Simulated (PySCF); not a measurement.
Computed shifts of a molecule CH₄ClFOSi, KT2/pcSseg-1 (PySCF), GIAO, gas phase, atoms alike by connectivity averaged where their shifts nearly agree, in ppm (number of nuclei): ¹³C: 0.6 (1). ²⁹Si: -4.5 (1). ¹⁹F: -144.6 (1). ¹H: 2.85 (1), 0.76 (3). References: ¹³C against TMS (σ = 185.1 ppm); ²⁹Si against TMS (σ = 361.9 ppm); ¹⁷O against H2O (σ = 330.4 ppm); ¹⁹F against CFCl3 (σ = 127.1 ppm); ³⁵Cl against HCl (σ = 945.4 ppm); ¹H against TMS (σ = 31.47 ppm), references at their B3LYP-D3(BJ)/def2-TZVP geometries, non-relativistic (without spin–orbit terms, shifts of atoms bonded to Cl or Br come out too high). Geometry: B3LYP-D3(BJ)/def2-SVP. The values are those of a single conformer.

Question: Which structure fits?
A. OC[Si@@H](F)Cl
B. C[Si](O)(F)Cl
C. O[Si@@H](Cl)CF
D. CO[Si@H](F)Cl

Answer: B, C[Si](O)(F)Cl
